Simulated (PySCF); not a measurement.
Compound: C7H10N (doublet state).
Z-matrix (Å and degrees, GFN2-xTB geometry), rows numbered from 1:
```
C 
C   1  1.5332
C   2  1.4958  1  111.25
C   3  1.3612  2  122.63  1    94.23
C   4  1.4042  3  120.82  2  -178.54
N   5  1.3419  4  122.76  3    -0.35
C   6  1.2875  5  119.37  4     0.55
C   3  1.4972  2  117.83  1   -83.69
H   1  1.0874  2  110.19  3  -178.64
H   1  1.0877  2  110.76  3    61.35
H   1  1.0876  2  110.23  3   -58.69
H   2  1.0920  1  108.75  3   120.85
H   2  1.0932  1  108.92  3  -121.27
H   4  1.0807  3  120.15  2     1.79
H   5  1.0792  4  121.42  3   179.94
H   7  1.0825  6  116.79  5  -179.85
H   8  1.1017  3  110.22  2    57.23
H   8  1.1017  3  110.38  2   -58.26
```

The hyperfine couplings belong to this conformer and change with its torsions.

The species is `CC[C]1C=CN=CC1` [radical].

Theory: UKS B3LYP, pcH-1 on C H N, non-relativistic, mean-field spin-orbit, GIAO (PySCF). Isolated species at its GFN2-xTB geometry (one conformer only). A GFN2-xTB geometry isn't a minimum of the functional, and hyperfine couplings can be far from their values at a DFT geometry. No stability test was run, so a lower SCF solution isn't excluded. ⟨S²⟩ is 0.783 where a pure state has 0.75.

What is the g tensor, term by term?

```
                    Δg (ppm)     1     2     3
relativistic mass correction  -138  -138  -138
            gauge correction    -3    25    28
   orbital Zeeman/spin–orbit    -5   285   405
                       total  -146   172   295
```

So g = 2.00217, 2.00249, 2.00261 and g_iso = 2.00243; the tensor is rhombic: the two nearest values differ by 28 % of g3 − g1. Axes: g2 points within 9° of the C7–H16 bond.

How much does each term add to the isotropic shift?

The orbital-Zeeman/spin–orbit term 228, the mass correction -138 and the gauge correction 17 ppm, for a total of 107 ppm. The orbital-Zeeman/spin–orbit term is the largest in size. The mass correction is the same along every axis, so the anisotropy comes from the other two: their spans along these axes are 31 (gauge) and 410 ppm (orbital Zeeman/spin–orbit).

At 93.7 GHz, how far is the centre of the isotropic spectrum from where a free electron (g = 2.002319) resonates?

B = hν/(g μB) with μB/h = 13.99624 MHz/mT gives 3343.45 mT for the free electron and 3343.27 mT at g_iso, 0.18 mT lower.

What effective moment and Curie constant follow for a powder?

With the mean of g² = 4.0097 and S(S+1) = 0.75: μ_eff = √(⟨g²⟩S(S+1)) = 1.734 μB and χT = 0.12505·⟨g²⟩·S(S+1) = 0.376 cm³ K/mol (cgs; spin-Hamiltonian part alone).

In a frozen sample, at which fields do the three g values resonate at 9.5, 34, 94 and 263 GHz (hyperfine left aside), and which band first spreads them over more than twice a line width of 0.5 mT?

```
band    GHz  B(g3) mT  B(g2) mT  B(g1) mT  spread mT
   X    9.5    338.93    338.95    339.01       0.07
   Q   34.0   1213.03   1213.10   1213.29       0.27
   W   94.0   3353.66   3353.87   3354.40       0.74
   J  263.0   9383.11   9383.69   9385.18       2.07
```

The spread grows in proportion to the frequency. J band is the first where it exceeds 1.0 mT.

Largest spin populations (Mulliken): C5 (+0.54), C3 (+0.42), C7 (+0.41) and C4 (-0.21). Three atoms exceed +0.15. The positive populations add up to 1.53 and the negative ones to -0.53, together 2S = 1. The angles at C5 add up to 360.0°, so it is planar.

The HOMO–LUMO gaps are 4.17 eV among the α and 4.54 eV among the β orbitals.

The SMILES draws the unpaired electron on C3; the largest computed Mulliken spin population is on C5 (0.54 against 0.42).
